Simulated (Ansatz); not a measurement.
CH3AlF2Si. Charge 0, multiplicity 1. The bonds changed during the relaxation, so this is another structure than the one it started from. The structure was optimised at the PBE0-D4/def2-TZVP level.

```xyz
8

F     0.009    0.860   -1.944
C    -0.022    0.364   -0.683
F     1.241   -2.357   -1.494
Al    0.631   -1.410   -0.290
Si   -0.643    1.275    0.654
H     0.589   -1.974    1.180
H    -0.609    0.596    1.963
H    -1.197    2.647    0.615
```

(1) What is the dipole moment at PBE/def2-TZVPP? (Estimate.)

(2) And with r2SCAN, B3LYP, ωB97M-V? (Best estimate.)

(3) Give the Mulliken charges with PBE, ωB97M-V, B3LYP in def2-TZVPP. (Estimate.)

Results:

(1) Computed: 3.00 D, with components (-1.11, 1.72, 2.19) D in this frame, pointing from negative to positive charge.

(2) The calculation gave: r2SCAN 3.10 D, B3LYP 3.33 D, ωB97M-V 3.40 D.

(3) Computed: 
| atom | PBE | ωB97M-V | B3LYP |
| --- | --- | --- | --- |
| F1 | -0.15 | -0.20 | -0.20 |
| C2 | 0.03 | -0.05 | 0.02 |
| F3 | -0.31 | -0.34 | -0.36 |
| Al4 | 0.47 | 0.53 | 0.55 |
| Si5 | 0.12 | 0.13 | 0.16 |
| H6 | -0.11 | -0.11 | -0.13 |
| H7 | 0.00 | 0.03 | -0.01 |
| H8 | -0.03 | 0.01 | -0.03 |

B3LYP here is the variant with VWN-RPA as its local correlation; programs differ in this.
